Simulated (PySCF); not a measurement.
C₄H₄Cl₂, SMILES Cl/C=C\C=C/Cl.

Geometry: PBE-D3(BJ)/def2-SVP. The values are those of a single conformer.

Calculation: PBE-D3(BJ)/def2-SVP (PySCF).

Frequencies are harmonic and unscaled.

List the normal modes with their intensities. (Estimate from the structure and the level; the computed values follow.)


| mode | ν (cm⁻¹) | IR (km/mol) | moving atoms (share of kinetic energy) |
|---|---|---|---|
| 1 | 63 | 0.6 | C 53 %, Cl 39 %, H 8 % |
| 2 | 130 | 2.3 | C 53 %, Cl 38 %, H 9 % |
| 3 | 173 | 0.0 | Cl 83 %, C 15 % |
| 4 | 301 | 5.8 | C 69 %, H 29 % |
| 5 | 497 | 0.9 | C 67 %, Cl 25 % |
| 6 | 505 | 0.0 | C 66 %, H 31 % |
| 7 | 667 | 0.0 | C 74 %, Cl 15 %, H 12 % |
| 8 | 697 | 73.5 | H 75 %, C 24 % |
| 9 | 732 | 0.0 | C 76 %, Cl 17 % |
| 10 | 756 | 0.0 | H 71 %, C 29 % |
| 11 | 774 | 173.8 | C 65 %, Cl 20 %, H 14 % |
| 12 | 902 | 0.0 | H 71 %, C 29 % |
| 13 | 932 | 0.5 | H 85 %, C 15 % |
| 14 | 1063 | 0.0 | C 52 %, H 46 % |
| 15 | 1148 | 11.0 | H 95 % |
| 16 | 1208 | 0.0 | H 83 %, C 16 % |
| 17 | 1260 | 41.2 | H 81 %, C 19 % |
| 18 | 1338 | 0.0 | H 57 %, C 43 % |
| 19 | 1581 | 75.9 | C 95 % |
| 20 | 1644 | 0.0 | C 93 % |
| 21 | 3105 | 0.0 | H 92 %, C 8 % |
| 22 | 3113 | 9.5 | H 92 % |
| 23 | 3152 | 9.4 | H 91 %, C 9 % |
| 24 | 3152 | 0.0 | H 91 %, C 9 % |
